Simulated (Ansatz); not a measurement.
`N=C(F)Cl` + `[AlH3]` → `N=[C](F)[AlH2]` + HCl at 400 K and 1 bar (formal exchange of groups at a C–Cl bond).

Calculated with Ansatz (gas phase, PBE0-D4/def2-TZVP geometries, no zero-point term in ΔE). CBS: MP2 limit from def2 TZ/QZ plus the TZ coupled-cluster correction, frozen cores. This one scheme is used for every species. One conformer a species, not always the lowest.

```tsv
species	CCSD(T)/CBS energy (Eh)	H − E (kJ/mol)	S (J/(mol·K))
`N=C(F)Cl`	-652.89802	83.1	296.6
`[AlH3]`	-243.78045	63.6	220.9
`N=[C](F)[AlH2]`	-436.32212	121.4	335.3
HCl	-460.38127	29.6	195.4
```

H − E and S are ideal-gas, rigid-rotor, harmonic terms from PBE0-D4/def2-TZVP, for one conformer and one mirror image of each species. 1 Eh = 2625.50 kJ/mol, R = 8.31446 J/(mol·K).

Q: By hand: ΔE, ΔH, ΔS and ΔG.

A: ΔE = (-436.32212) + (-460.38127) − (-652.89802) − (-243.78045) = -0.02492 Eh = -65.4 kJ/mol. Δ(H − E) = 121.4 + 29.6 − 83.1 − 63.6 = 4.3, so ΔH = -61.1 kJ/mol. ΔS = 335.3 + 195.4 − 296.6 − 220.9 = 13.2 J/(mol·K). ΔG = -61.1 − 400 × (13.2)/1000 = -66.4 kJ/mol.

Q: By hand: the equilibrium constant, and the temperature at which ΔG would vanish if ΔH and ΔS stayed fixed.

A: log₁₀ K = −ΔG/(RT ln 10) = 8.7. ΔH and −TΔS have one sign here, so there is no such temperature.

The number of gas molecules stays the same, so ΔS is small and ΔH decides. A doubt of 5 kJ/mol in ΔE shifts log₁₀ K by 0.7 here. Other conformers and mirror images would add mixing entropy, several J/(mol·K) or more a flexible species. These are equilibria of isolated gas molecules and say nothing of rates. Largest T1 diagnostic: 0.014 (customary marks: 0.02 for closed shells, 0.045 for open ones).
